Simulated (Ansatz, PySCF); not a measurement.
Al(H)(NCO)2 (C₂HAlN₂O₂), SMILES [N](=C=O)[AlH][N]=C=O. Atoms are numbered in the order given.

```xyz
8

Al    -0.0084    -1.1349     0.0000
H     -0.0191    -2.6992     0.0000
N     -0.0028    -0.2178     1.5126
C      0.0010     0.4059     2.5402
O      0.0047     1.0088     3.5389
N     -0.0028    -0.2178    -1.5126
C      0.0010     0.4059    -2.5402
O      0.0047     1.0088    -3.5389
```
Charge 0, spin multiplicity 1.

Geometry: PBE0-D3(BJ)/def2-SVP. The structure was generated by enumeration; whether it is a known compound was not checked. Other conformers were not sampled.

Two levels are set side by side: PBE-D3(BJ)/def2-SVP (Ansatz, a quantum-chemistry and plane-wave program) and PBE0-D3(BJ)/def2-SVP (Ansatz). Each level has its own optimised geometry; the coordinates shown are those of the second. Frequencies come from the Hessian of PySCF at each geometry. Differences are taken from unrounded values.

```
quantity                            PBE0-D3(BJ)
----------------------------------  -----------
mean bond length (Å)                      1.406
bond Al1–N3 (Å)                           1.769
bond Al1–N6 (Å)                           1.769
bond N3–C4 (Å)                            1.202
bond C4–O5 (Å)                            1.167
bond N6–C7 (Å)                            1.202
bond C7–O8 (Å)                            1.167
bond Al1–H2 (Å)                           1.564
highest harmonic wavenumber (cm⁻¹)         2478
mean harmonic wavenumber (cm⁻¹)             866
zero-point energy (kcal/mol)              22.28
```

What does PBE-D3(BJ) give, and how far is it from PBE0-D3(BJ)? (Estimate from the structure and the level; the computed values follow.)


```
quantity                            PBE-D3(BJ)  PBE-D3(BJ) minus PBE0-D3(BJ)
----------------------------------  ----------  ----------------------------
mean bond length (Å)                     1.418                         0.012
bond Al1–N3 (Å)                          1.779                         0.010
bond Al1–N6 (Å)                          1.779                         0.010
bond N3–C4 (Å)                           1.214                         0.012
bond C4–O5 (Å)                           1.181                         0.014
bond N6–C7 (Å)                           1.214                         0.012
bond C7–O8 (Å)                           1.181                         0.014
bond Al1–H2 (Å)                          1.574                         0.010
highest harmonic wavenumber (cm⁻¹)        2394                           -84
mean harmonic wavenumber (cm⁻¹)            830                           -36
zero-point energy (kcal/mol)             21.35                         -0.92
```

Exact exchange shortens and stiffens bonds; PBE has none. Differences between two approximate levels are no errors against the true value.
